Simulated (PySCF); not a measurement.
**Nuclear quadrupole coupling in `C[SiH2]O[Si@H](C)C(F)F`**

C3H10F2OSi2.
Atom-mapped SMILES: `[CH3:1][SiH2:2][O:3][Si@H:4]([CH3:5])[CH:6]([F:7])[F:8]` (hydrogens: H9, H10, H11 on C1; H12, H13 on Si2; H14 on Si4; H15, H16, H17 on C5; H18 on C6)

Cartesian coordinates in Å at the GFN2-xTB level; atoms count from 1:
```
atom  x, y, z in Å
C1     2.5777    0.7751   -0.4973
Si2    1.9474   -0.8455    0.2535
O3     0.3150   -0.9103    0.0924
Si4   -1.2272   -0.4568    0.1835
C5    -2.2198   -1.2676   -1.2073
C6    -1.2521    1.4622   -0.1179
F7    -0.5118    2.1122    0.8289
F8    -2.5145    1.9697   -0.0118
H9     2.1375    1.6332    0.0046
H10    2.3295    0.8504   -1.5533
H11    3.6564    0.8594   -0.4081
H12    2.2263   -0.9357    1.6858
H13    2.3830   -2.0264   -0.4924
H14   -1.7137   -0.6923    1.5391
H15   -3.2501   -0.9255   -1.2034
H16   -2.2283   -2.3469   -1.0957
H17   -1.7999   -1.0440   -2.1849
H18   -0.8641    1.7951   -1.0920
```

Field gradients from the PBE0/pcSseg-1 density (PySCF, non-relativistic), principal values in atomic units, ordered |Vxx| ≤ |Vyy| ≤ |Vzz|:

```csv
atom,Vxx,Vyy,Vzz
O3,-0.4967,-0.6053,1.1020
```

Task: Find the asymmetry η = (Vxx − Vyy)/Vzz and the couplings χ = eQV/h (234.96 MHz × Q in barn × V in au), with Q(17O) = −0.0256 b.

Result: 
```csv
atom,environment,nucleus,η,χzz (MHz),χxx (MHz),χyy (MHz)
O3,siloxane oxygen,17O,0.10,-6.63,2.99,3.64
```

Task: What is Vzz at O3 in SI units (1 au = 9.71736 × 10²¹ V/m²)?

Result: 1.1020 au = 10.709 × 10²¹ V/m².

Task: And the gradient at the other heavy atoms, for which no coupling is worked out here?

Result: 
```csv
atom,environment,Vzz (au),η
C1,Si-methyl carbon,-0.051,0.46
Si2,oxygen-bound silicon,0.659,0.13
Si4,oxygen-bound silicon,0.436,0.82
C5,Si-methyl carbon,-0.050,0.15
C6,CHF2 carbon,-0.635,0.68
F7,fluorine of a CF2 group,2.890,0.16
F8,fluorine of a CF2 group,2.909,0.15
```

Task: What couplings would deuterons (Q(2H) = 0.00286 b) have in place of the hydrogens, at this geometry?

Result: 
```
atom  bonded to  bond length (Å)  Vzz (au)     η  χzz (kHz)
  H9         C1            1.087    0.3188  0.01        214
 H10         C1            1.087    0.3231  0.01        217
 H11         C1            1.086    0.3263  0.01        219
 H12        Si2            1.462    0.1603  0.02        108
 H13        Si2            1.463    0.1600  0.01        108
 H14        Si4            1.459    0.1617  0.01        109
 H15         C5            1.086    0.3242  0.01        218
 H16         C5            1.085    0.3265  0.01        219
 H17         C5            1.087    0.3229  0.01        217
 H18         C6            1.100    0.2743  0.06        184
```

One conformer (not necessarily the lowest) at the GFN2-xTB geometry, without solvent, vibrations or thermal averaging. GFN2-xTB bond lengths can be off by several hundredths of an ångström, more for odd bonds, and the gradients follow them. With so small a basis the couplings can be 20 % off.
